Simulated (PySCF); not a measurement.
Spin states and ions at one geometry of [WO2(H2O)5]2+

PySCF 2.14.0, RKS PBE, W def2-SVP with ECP60, O def2-SVP, H def2-SVP; non-relativistic Hamiltonian with scalar-relativistic core potentials where named; density fitting; no spin-orbit coupling; singlets restricted, open shells unrestricted. The geometry is relaxed for charge +2, singlet, vacuum (a saddle point, kept by symmetry):

```xyz
18

W     0.0000    0.0000    0.0000
O     0.0000    0.0000    1.7936
O     0.0000    0.0000   -1.7936
O     2.1717   -0.0580    0.0000
H     2.6582    0.2519    0.7994
H     2.6582    0.2519   -0.7994
O     0.7262    2.0475    0.0000
H     0.5818    2.6059    0.7994
H     0.5818    2.6059   -0.7994
O    -1.7228    1.3234    0.0000
H    -2.2986    1.3586    0.7994
H    -2.2986    1.3586   -0.7994
O    -1.7910   -1.2295    0.0000
H    -2.0024   -1.7662    0.7994
H    -2.0024   -1.7662   -0.7994
O     0.6159   -2.0833    0.0000
H     1.0610   -2.4502    0.7994
H     1.0610   -2.4502   -0.7994
```

Energies count from the relaxed state; an electron taken off or put on is at rest in vacuum. Charges and spins are Mulliken's.

Question: Order these states by energy, lowest first.
A. charge +3, doublet, vacuum
B. charge +2, singlet, vacuum
C. charge +2, triplet, vacuum
D. charge +1, doublet, vacuum

Answer: D (-8.83 eV), B (0.00 eV), C (3.03 eV), A (17.64 eV).

Question: How do charge and spin on the first atom follow?

Answer: 
```
                     state  spin squared  charge on W1 (e)  spin on W1 (e)  dipole about the centre of mass (D)
charge +2, singlet, vacuum          0.00              0.78            0.00                                 0.00
charge +2, triplet, vacuum          2.00              0.77            0.85                                 0.52
charge +3, doublet, vacuum          0.76              1.02           -0.10                                 0.00
charge +1, doublet, vacuum          0.75              0.44            0.93                                 0.65
```

With an electron taken off (doublet) the charges change, summed by element, by W +0.24 e, O +0.51 e, H +0.26 e. The vertical ionisation energy is 17.64 eV, against −ε(HOMO) = 14.14 eV of the relaxed state. The level lies 3.5 eV too high, as is usual for semilocal functionals and global hybrids, which keep a self-interaction error.

With an electron put on (doublet) the charges change, summed by element, by W -0.34 e, O -0.20 e, H -0.46 e. The vertical electron affinity is 8.83 eV, against −ε(LUMO) = 11.88 eV of the relaxed state.

Open shells may have lower solutions than those found.
